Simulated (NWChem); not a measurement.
System: silicon monosulfide (SiS, singlet); SMILES [Si]=S

Program: NWChem. Low-valent species are run as closed-shell singlets; no triplet was tried in these runs. Each level has its own optimisation. Entropies are gas-phase, rigid-rotor, harmonic values for NWChem's default masses at 298.15 K and 1 bar, so the errors hold that model's part too (torsions, anharmonicity).

Measured entropy at 1 bar: 53.5 cal/(mol K) (CRC Handbook, as tabulated in the package chemicals).

```csv
level,entropy at 1 bar (cal/(mol K)),computed − measured
PBE/3-21G,53.8,+0.3
PBE/pcseg-1,53.5,0.0
PBE/aug-pcseg-1,53.5,0.0
PBE/pcseg-2,53.5,0.0
PBE/def2-TZVPP,53.5,0.0
```
